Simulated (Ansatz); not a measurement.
Calculated with Ansatz (gas phase, PBE0-D4/def2-TZVP geometries, no zero-point term in ΔE). CCSD(T)/CBS adds triple-zeta CCSD(T) − MP2 to the extrapolated MP2 energy (def2 sets, frozen cores). This one scheme is used for every species. DFT in def2-TZVPP. For Ga, Se outer-core shells are correlated without core-valence functions, which leaves a few kJ/mol of doubt a bond. Scalar relativity is left out up to krypton. Each species was taken in one conformer, which may not be the lowest.

Reaction (cleavage of the Ga–Si bond): `C[SiH](O)[GaH2]` + `C[SeH]` → `C[Se][GaH2]` + `C[SiH2]O`

```
      level  ΔE (eV)
LDA (SPW92)    -1.15
 r2SCANh-D4    -1.22
     B2PLYP    -1.22
    LC-ωPBE    -1.11
```

What does CCSD(T)/CBS give? (An estimate is asked.)

Computed: -1.22 eV. The listed levels differ from it by 0.07, 0.00, 0.00, 0.11 eV.

Largest T1 diagnostic among the species: 0.012.

Leaving LDA and LC-ωPBE aside and taking each functional with its dispersion term where it has one, the values, not all of them listed here, spread over 0.13 eV, from r2SCAN0-D4 to revPBE-D4. LDA lies −0.04 eV from PBE without D4. From BLYP to BHLYP (50 % exact exchange), in def2-TZVPP and without D4, ΔE moves by −0.07 eV.
